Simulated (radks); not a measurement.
Results of a calculation; reference values are marked as such.
Problem. Species: the antimony ion Sb17+. Configuration: [Ar] 3d10 4s2 4p4. Code: a radial shooting solver on a logarithmic mesh with Libxc functionals. Model: Dirac Kohn-Sham, PBE, spin-unpolarised, spherical densities, point nucleus; open shells fill j = l - 1/2 first.

Spin-orbit splittings of the eigenvalues, e(l+1/2) - e(l-1/2), with zeta = 2 splitting/(2l+1) and mean radii in bohr:

| shell | occ. | splitting (eV) | zeta (eV) | <r> j=l-1/2 | <r> j=l+1/2 |
|---|---|---|---|---|---|
| 2p | 6 | 252.1 | 168.1 | 0.1032 | 0.1086 |
| 3p | 6 | 47.45 | 31.63 | 0.3178 | 0.3288 |
| 3d | 10 | 9.985 | 3.994 | 0.2986 | 0.3020 |
| 4p | 4 | ? | ? | 0.7322 | 0.7500 |

Estimate the 4p splitting.

Solution. 11.84 eV (zeta = 7.893 eV).
